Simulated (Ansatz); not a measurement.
Ansatz (a first-principles code) input (CCSD(T)/def2-QZVPPD):
A basis named .json is the Basis Set Exchange file of that set.

Ansatz 0.2 input:
```yaml
crystal:
  periodic: [false, false, false]
  atoms:
    - {symbol: In, position_ang: [-0.00000000, -0.00000000, -0.27269741]}
    - {symbol: O, position_ang: [0.00000000, 0.00000000, 1.67027163]}
basis:
  gaussian:
    orbitals: def2-QZVPPD.json
magnetization: {spin_polarized: true, initial_magnetization: 1}
correlation: {method: ccsd_t, electrons: outside_noble_gas}
```

Output:

```
Functional definition: HF
integrals: 0.63 GiB planned
964 factors; integrals over basis functions are off by at most 1.3e-3 eV
mean field: 0.46 GiB planned
mean field evaluation 1: about -7177.2854 eV, gradient 4.0e1 eV
mean field evaluation 2: about -7177.2875 eV, gradient 4.0e1 eV
mean field evaluation 4: about -7184.7842 eV, gradient 5.0e0 eV
mean field evaluation 8: about -7185.8328 eV, gradient 7.9e-1 eV
mean field evaluation 16: about -7185.8947 eV, gradient 1.0e0 eV
mean field evaluation 32: about -7186.2367 eV, gradient 2.6e-6 eV
mean field evaluation 64: about -7185.8638 eV, gradient 1.0e-4 eV
mean field evaluation 96: about -7182.4786 eV, gradient 1.2e-2 eV
mean field evaluation 128: about -7186.1908 eV, gradient 1.4e0 eV
mean field evaluation 160: about -7186.0077 eV, gradient 1.5e0 eV
mean field evaluation 192: about -7184.5209 eV, gradient 6.7e0 eV
mean field evaluation 224: about -7184.0855 eV, gradient 2.1e0 eV
mean field evaluation 256: about -7186.2367 eV, gradient 1.3e-2 eV
mean field evaluation 288: about -7183.1539 eV, gradient 7.1e0 eV
mean field evaluation 320: about -7184.3919 eV, gradient 9.5e-5 eV
mean field evaluation 352: about -7182.8842 eV, gradient 2.2e-3 eV
mean field evaluation 384: about -7182.6436 eV, gradient 4.9e-3 eV
mean field evaluation 416: about -7180.7440 eV, gradient 5.7e0 eV
mean field evaluation 448: about -7182.4786 eV, gradient 5.0e-4 eV
mean field evaluation 480: about -7181.2206 eV, gradient 2.6e-3 eV
mean field evaluation 512: about -7181.1416 eV, gradient 9.0e-1 eV
mean field evaluation 544: about -7180.8672 eV, gradient 3.6e0 eV
mean field evaluation 576: about -7180.4778 eV, gradient 5.7e-3 eV
mean field evaluation 608: about -7175.4809 eV, gradient 8.8e-1 eV
mean field evaluation 640: about -7175.2078 eV, gradient 1.8e0 eV
mean field evaluation 672: about -7182.6436 eV, gradient 2.1e-6 eV
mean field -7186.23668500 eV, -264.0893271677 hartree, gradient 1.7e-6 eV, S^2 0.760116; 19 other end points of the search recorded, 0 dependent functions left out
determinant -7186.23668500 eV, -264.0893271677 hartree, with singles and doubles -7193.68967579 eV, -264.3632195274 hartree
determinant -7185.86375678 eV, -264.0756223083 hartree, with singles and doubles -7193.74557488 eV, -264.3652737808 hartree
determinant -7184.39190612 eV, -264.0215327941 hartree, with singles and doubles -7192.79733319 eV, -264.3304265418 hartree
determinant -7183.64043868 eV, -263.9939168752 hartree, with singles and doubles -7190.35614626 eV, -264.2407145767 hartree
determinant -7182.88418112 eV, -263.9661249224 hartree, with singles and doubles -7190.00089453 eV, -264.2276593163 hartree
determinant -7182.64362500 eV, -263.9572846479 hartree, with singles and doubles -7190.20022365 eV, -264.2349845263 hartree
determinant -7182.47860890 eV, -263.9512204181 hartree, with singles and doubles -7189.95855669 eV, -264.2261034293 hartree
determinant -7186.23668500 eV, -264.0893271677 hartree, with singles and doubles -7193.57192768 eV, -264.3588923642 hartree
determinant -7185.86375678 eV, -264.0756223083 hartree, with singles and doubles -7193.67075880 eV, -264.3625243406 hartree
10 core orbitals not correlated, not the lowest: weight in the atoms' cores, before any rotation towards them, 0.713 or more for the frozen orbitals, at most 0.285 for the correlated occupied ones
reference -7185.86375678 eV, -264.0756223083 hartree; 5, 4 occupied and 139, 140 virtual orbitals, 964 factors
second order -7.25919638 eV of doubles, -0.00000000 eV of singles
coupled cluster: 1.43 GiB planned
cycle   1  -7.80700273 eV  change   -7.2e-7 eV  update   2.9e-6
perturbative correction -0.37671804 eV, -0.0138441326 hartree
Total energy: -7194.04747755 eV, -264.3763684996 hartree
```
